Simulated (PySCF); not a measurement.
# Working with the constants of BrF⁺

UHF-CCSD(T) constants of BrF⁺, ²Π (doublet), unpaired electrons π ↑ (basis Br 6-31G(d,p), F 6-31G(d,p); no relativity; PySCF 2.14; masses 78.9183 and 18.9984 u):

```
ωe              : 748.7 cm⁻¹
ωexe            : 5.24 cm⁻¹
Be              : 0.37142 cm⁻¹
αe              : 0.00287 cm⁻¹
D (centrifugal) : 3.66e-07 cm⁻¹
De to Br⁺ + F   : 2.11 eV
```

Give the vibrational terms G(v) and spacings up to v = 6.

G(v) = ωe(v+½) − ωexe(v+½)².

```tsv
v	G(v) (cm⁻¹)	G(v) − G(v−1)	Bv (cm⁻¹)
0	373		0.3700
1	1111	738	0.3671
2	1839	728	0.3642
3	2556	717	0.3614
4	3263	707	0.3585
5	3959	696	0.3556
6	4645	686	0.3528
```

How well does the Morse estimate ωe²/(4ωexe) reproduce De, and what is D0?

It gives 3.32 eV, 157 % of the computed De. D0 = De − G(0) = 2.11 − 0.05 = 2.06 eV.

Correlated steps freeze 10 core orbitals. Correlated levels converge slowly with the basis: in double zeta they bind strong bonds too weakly, by up to about 1 eV, and carry superposition errors of some tenths. Spin–orbit coupling is left out. For an ion De counts to the pair picked by the measured ionisation energies or electron affinities, which need not be the lowest pair at this level. The state was picked by a PBE0 search and need not be the measured ground state.
